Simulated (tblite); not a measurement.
C₄H₂F₂O₂ (charge +1 and doublet state).
Atom-mapped SMILES: `[O:1]=[C:2]([OH:3])/[C+:4]=[C:5]/[CH:6]([F:7])[F:8]` (hydrogens: H9 on O3; H10 on C6)
Bond orders are those of one Lewis drawing.

Computed with GFN2-xTB (tblite), gas phase: L-BFGS steps from a force-field or distance-geometry start until the largest atomic force falls under 0.01 eV/Å.

Step 6: E = -722.1072 eV
```
atom  x, y, z in Å  |  force x, y, z in eV/Å
O1      2.4586   -1.1892   -0.3175   -0.106  -0.026   0.024
C2      1.9529   -0.1103   -0.1426   -0.090  -0.181  -0.076
O3      2.4671    1.0534   -0.0352    0.084  -0.149   0.000
C4      0.4814   -0.1746   -0.0506   -0.034   0.152   0.047
C5     -0.7205   -0.2517    0.0310   -0.143   0.156   0.056
C6     -2.1807   -0.1224    0.1577   -0.023  -0.126  -0.037
F7     -2.7355    0.6002   -0.8115    0.138   0.023   0.109
F8     -2.5819    0.3378    1.3395    0.158   0.028  -0.145
H9      3.4457    1.0338   -0.1029    0.002   0.232   0.023
H10    -2.5784   -1.1724    0.0557    0.013  -0.109  -0.002
```

Step 7: E = -722.1149 eV
```
atom  x, y, z in Å  |  force x, y, z in eV/Å
O1      2.4477   -1.1961   -0.3171   -0.054  -0.121  -0.005
C2      1.9525   -0.1135   -0.1447   -0.101  -0.148  -0.032
O3      2.4703    1.0462   -0.0357    0.081   0.018   0.007
C4      0.4798   -0.1714   -0.0489   -0.272   0.129   0.048
C5     -0.7245   -0.2519    0.0315    0.277   0.138   0.017
C6     -2.1805   -0.1268    0.1563   -0.029   0.015   0.001
F7     -2.7330    0.6011   -0.8074    0.082   0.042  -0.006
F8     -2.5792    0.3393    1.3351    0.116   0.020  -0.029
H9      3.4500    1.0501   -0.1013   -0.048   0.129   0.015
H10    -2.5743   -1.1723    0.0557   -0.052  -0.222  -0.017
```

Problem. Estimate the geometry and energy of step 8. (The exact step hangs on the optimiser's Hessian estimate; all steps are aligned on step 7, rigid shifts and turns removed.)

Solution. E = -722.1198 eV, largest force 0.356 eV/Å
```
atom  x, y, z in Å  |  force x, y, z in eV/Å
O1      2.4385   -1.2035   -0.3169   -0.050  -0.126  -0.019
C2      1.9507   -0.1176   -0.1467   -0.031  -0.084   0.007
O3      2.4732    1.0402   -0.0360    0.018   0.068   0.005
C4      0.4775   -0.1665   -0.0470   -0.222   0.108   0.029
C5     -0.7262   -0.2498    0.0324    0.343   0.094  -0.003
C6     -2.1804   -0.1301    0.1552   -0.022   0.055   0.012
F7     -2.7297    0.6026   -0.8046    0.032   0.044  -0.086
F8     -2.5752    0.3408    1.3315    0.065   0.014   0.069
H9      3.4526    1.0645   -0.0998   -0.069   0.038   0.007
H10    -2.5721   -1.1761    0.0555   -0.065  -0.212  -0.020
```

The energy changes by -0.0049 eV. The first-order estimate −F·Δx gives -0.0069 eV and the mean of the old and new forces, exact on a quadratic surface, -0.0049 eV. The step makes an angle of 60° with the force vector and moves no atom by more than 0.015 Å.

What follows is the cost of the whole relaxation. Time: 0.17 s. Hardware: one thread of an Arm Neoverse V1, on a shared host.
